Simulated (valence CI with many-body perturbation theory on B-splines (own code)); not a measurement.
Sensitivity of CI+MBPT for Ca XV

Computed by configuration interaction combined with many-body perturbation theory (CI+MBPT): four valence electrons over a frozen Dirac-Fock core [He], radial functions for each j: 6 s, 6 p, 5 d, 3 f, 1 g, with the one-electron correlation potential Σ1 (screened to all orders), the two-electron term Σ2, the three-electron term Σ3, Breit, model QED; selected single and double excitations, second order for the rest, scaled by the run's own slope (own B-spline code, finite nucleus).

No measured spectrum was set against this ion. As an estimate, levels of excited configurations hold to 0.05 to 0.15 % of their energy, terms of the ground configuration to about 0.5 %.

The reference run has the lowest level 2s2 2p2 3P_0 and an ionisation energy of 894.655 eV. Its largest variational space holds 11907 state functions.

Changed runs:
A. scale of Σ1 1 → 1.1; averaging of valence orbitals over low configurations on → off
B. correlating orbitals by l 3 3 3 2 1 → 6 2 3 3 0; highest l in the core sums 6 → 4
C. QED terms on → off
D. Davidson tolerance 2e-05 → 0.03 (bad on purpose)

Excitation energies of the reference run in cm⁻¹, and shifts in cm⁻¹:

```tsv
Level	Reference	A	B	C	D
2s2 2p2 3P_1	17542	+4.4	-4.7	-58	+0.1
2s2 2p2 3P_2	35919	+7.4	+4.8	-96	+0.1
2s2 2p2 1D_2	108939	+29	+175	-109	+0.1
2s2 2p2 1S_0	198180	+43	+155	-48	0
2s 2p3 5S°_2	275473	-87	-350	+1186	0
2s 2p3 3D°_2	496874	-62	+61	+1214	+2.0
2s 2p3 3D°_1	497786	-62	+62	+1212	0
2s 2p3 3D°_3	500424	-62	+59	+1191	+0.3
2s 2p3 3P°_0	582138	-51	+82	+1191	0
2s 2p3 3P°_1	583205	-51	+81	+1183	+0.1
2s 2p3 3P°_2	586059	-50	+80	+1168	+0.3
2s 2p3 3S°_1	729513	-105	+194	+1258	+0.1
Ionisation energy (eV)	894.655	+0.025	-0.025	-0.017	0
```
